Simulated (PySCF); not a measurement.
prop-1-ynylboronic acid (C3H5BO2), SMILES C(#CC)B(O)O. Atoms are numbered in the order given.

```xyz
11

C     -3.0103     0.3384     0.2572
C     -1.5689     0.1911     0.1308
C     -0.3484     0.0810     0.0171
B      1.1736    -0.1060    -0.1087
O      1.9530     0.9303    -0.5466
O      1.7853    -1.3008     0.2101
H     -3.3816    -0.0953     1.2094
H     -3.5391    -0.1782    -0.5714
H     -3.3124     1.4063     0.2318
H      2.8897     0.6591    -0.5728
H      1.1349    -1.9604     0.5077
```
Charge 0, spin multiplicity 1.

Coordinates come from a PBE-D3(BJ)/def2-SVP optimisation. Other conformers were not sampled.

These are PBE/def2-TZVP (PySCF) values and carry that method's errors.

ESP charges are fitted to the potential on shells at 1.4 to 2.0 van der Waals radii. Atomic charges (e):

```tsv
atom	IAO	ESP fit
C1	-0.44	-0.64
C2	0.00	0.32
C3	-0.21	-0.58
B4	0.45	0.72
O5	-0.52	-0.59
O6	-0.54	-0.67
H7	0.17	0.19
H8	0.18	0.20
H9	0.18	0.22
H10	0.37	0.41
H11	0.38	0.42
```

Question: Give the Mayer and Wiberg (Löwdin basis) orders of the bonds. (The exact figures need the calculation; the answer reports its results.)

Answer: 
```csv
bond,Mayer,Wiberg
C1–C2,1.00,1.40
C2–C3,2.63,2.65
C3–B4,1.14,1.22
B4–O5,1.37,1.99
B4–O6,1.31,1.96
C1–H7,0.97,0.87
C1–H8,0.96,0.87
C1–H9,0.97,0.87
O5–H10,0.87,0.93
O6–H11,0.87,0.94
```
